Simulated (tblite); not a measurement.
Species: C6H4N (doublet state).
SMILES: `C([C]1CC1)#CC#N`

Computed with GFN2-xTB (tblite): harmonic, unscaled wavenumbers at the GFN2-xTB geometry, gas phase. The method is semi-empirical: single wavenumbers can be off by several per cent or more. Open shells enter through the occupations alone, without spin polarisation, and single modes of such species can be off by tens of per cent.

Harmonic wavenumbers (cm⁻¹): 82.2, 87.2, 182.6, 185.8, 304.9, 428.0, 434.9, 492.0, 535.6, 761.1, 835.9, 960.6, 987.2, 996.8, 1055.1, 1055.9, 1114.6, 1195.0, 1410.9, 1433.7, 1676.7, 2087.1, 2239.3, 3044.4, 3049.6, 3056.4, 3061.1.

A = 21455, B = 994.4, C = 962.3 MHz; mass 90.034 u (most abundant isotopes); point group C2v, symmetry number 2; spin multiplicity 2.

**Question.** What is the zero-point energy?

**Answer.** Half the sum of the wavenumbers: 16377 cm⁻¹ = 46.83 kcal/mol.

**Question.** What is S at 273.15 K and 1 bar for an ideal gas of classical rigid rotors and harmonic oscillators?

**Answer.** Translation 39.00, rotation 25.51, vibration 15.94, spin (R ln 2) 1.38: S = 81.8 cal/(mol K).

**Question.** And Cp and H(273.15 K) − H(0)?

**Answer.** Cp = 24.98 cal/(mol K), of which vibrations give 17.03 (their classical limit is 27 R = 53.7); H(273.15 K) − H(0) = 4.55 kcal/mol without the zero-point energy, 2.38 from vibrations.

**Question.** Which modes carry the vibrational entropy at 273.15 K?

**Answer.** 82.2 cm⁻¹: 3.67; 87.2 cm⁻¹: 3.55; 182.6 cm⁻¹: 2.14; 185.8 cm⁻¹: 2.11; 304.9 cm⁻¹: 1.25; 428.0 cm⁻¹: 0.75 cal/(mol K); the other 21 give 2.49 together.

**Question.** What must be added to the electronic energy to get the Gibbs energy at 273.15 K and 1 bar?

**Answer.** ZPE + [H(273.15 K) − H(0)] − T·S = 46.83 + 4.55 − 22.35 = 29.03 kcal/mol.

**Question.** How do the functions run with temperature in this model?

**Answer.** 
```tsv
T (K)	S (cal/(mol K))	Cp (cal/(mol K))	H − H(0) (kcal/mol)	G − H(0) (kcal/mol)	ln q(vib)
50	53.8	11.0	0.45	-2.24	0.19
100	62.6	14.7	1.10	-5.17	0.87
298.15	84.1	26.4	5.19	-19.88	4.04
373.15	90.4	30.3	7.32	-26.42	5.23
500	100.1	35.8	11.53	-38.52	7.19
750	116.2	43.5	21.52	-65.63	10.84
1000	129.4	48.5	33.06	-96.38	14.15
```

q(vib) and H(0) count from the zero-point level.

Hindered rotation and anharmonicity are outside this model.
